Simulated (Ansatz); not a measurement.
Frontier orbitals of C14H14 (`c1ccc(CCc2ccccc2)cc1`).

Total charge 0; spin multiplicity 1. The structure was optimised at the PBE0-D4/def2-TZVP level. It is one conformer, not always the lowest. Basis def2-TZVPP, Ansatz 0.2.0.

```json
{"functional": "LDA (SPW92)", "HOMO (eV)": "-6.12", "LUMO (eV)": "-1.39", "gap (eV)": "4.73"}
{"functional": "PBE", "HOMO (eV)": "-5.92", "LUMO (eV)": "-1.14", "gap (eV)": "4.78"}
{"functional": "revPBE", "HOMO (eV)": "-5.84", "LUMO (eV)": "-1.04", "gap (eV)": "4.80"}
{"functional": "BLYP", "HOMO (eV)": "-5.73", "LUMO (eV)": "-0.98", "gap (eV)": "4.75"}
{"functional": "B97M-V", "HOMO (eV)": "-6.06", "LUMO (eV)": "-0.90", "gap (eV)": "5.16"}
{"functional": "PBE0", "HOMO (eV)": "-6.88", "LUMO (eV)": "-0.23", "gap (eV)": "6.65"}
{"functional": "r2SCANh", "HOMO (eV)": "-6.44", "LUMO (eV)": "-0.63", "gap (eV)": "5.81"}
{"functional": "ωB97X-V", "HOMO (eV)": "-9.02", "LUMO (eV)": "1.83", "gap (eV)": "10.85"}
{"functional": "ωB97M-V", "HOMO (eV)": "-8.95", "LUMO (eV)": "1.72", "gap (eV)": "10.67"}
```

A quarter of exact exchange (PBE0) shifts PBE's HOMO by −0.96 eV and its LUMO by +0.90 eV; full exchange at long range (ωB97M-V) shifts them by −3.03 and +2.86 eV. The gap opens from 4.78 to 10.67 eV, since occupied levels lose self-interaction and empty ones feel all the electrons. A positive LUMO is unbound and depends on the basis.
